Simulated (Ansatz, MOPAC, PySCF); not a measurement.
Pair of molecules: CH4O (SMILES CO) (first 6 atoms) with CH2O2 (SMILES O=CO); geometry from B3LYP-D3(BJ)/def2-TZVP, rigid monomers moved along the line of their centres of mass till O2···H11 is 1.58 Å.
(charge 0, multiplicity 1):
```tsv
atom	x (Å)	y (Å)	z (Å)
C	-0.1896	-0.3503	0.1830
O	0.4893	-0.8055	1.3522
H	-0.9040	0.4454	0.4141
H	-0.7288	-1.2018	-0.2278
H	0.5196	0.0110	-0.5655
H	0.9374	-0.0547	1.7799
O	0.8192	0.8509	3.3933
C	0.0088	0.2168	4.0306
O	-0.6470	-0.8509	3.6051
H	-0.2752	0.4703	5.0598
H	-0.3586	-1.0422	2.6689
```

Monomers are frozen at their geometry in the pair; levels with a basis set take the counterpoise correction. Rows marked so take none.

Frozen-core correlation. Rows in 6-311+G**, 6-31G* carry no dispersion term and start afresh at each structure (6-31G* with six Cartesian d functions). MP2/6-31G* freezes PySCF's default core. The state that PM7 reach isn't checked; PM7 holds dispersion and hydrogen-bond terms.

Programs: Ansatz (an electronic-structure program) with Gaussian orbitals; MOPAC for PM7 (differences of heats of formation); PySCF for 6-311+G** rows, 6-31G* rows, the dispersion terms. 

```json
[
 {"level": "PM7", "interaction energy (kcal/mol)": "-10.33"},
 {"level": "HF/6-31G*", "interaction energy (kcal/mol)": "-6.35"},
 {"level": "PBE-D4/def2-TZVPPD", "interaction energy (kcal/mol)": "-11.71"},
 {"level": "r2SCAN/def2-TZVPPD", "interaction energy (kcal/mol)": "-11.86"},
 {"level": "B3LYP/6-311+G** (no counterpoise)", "interaction energy (kcal/mol)": "-9.98"},
 {"level": "B3LYP-D4/def2-TZVPPD", "interaction energy (kcal/mol)": "-11.16"},
 {"level": "PBE0/def2-TZVPPD", "interaction energy (kcal/mol)": "-10.76"},
 {"level": "MP2/6-31G* (no counterpoise)", "interaction energy (kcal/mol)": "[?]"},
 {"level": "MP2/aug-cc-pVDZ", "interaction energy (kcal/mol)": "[?]"}
]
```

What belongs in the gaps?


- MP2/6-31G* (no counterpoise), interaction energy (kcal/mol): -13.79
- MP2/aug-cc-pVDZ, interaction energy (kcal/mol): -8.59
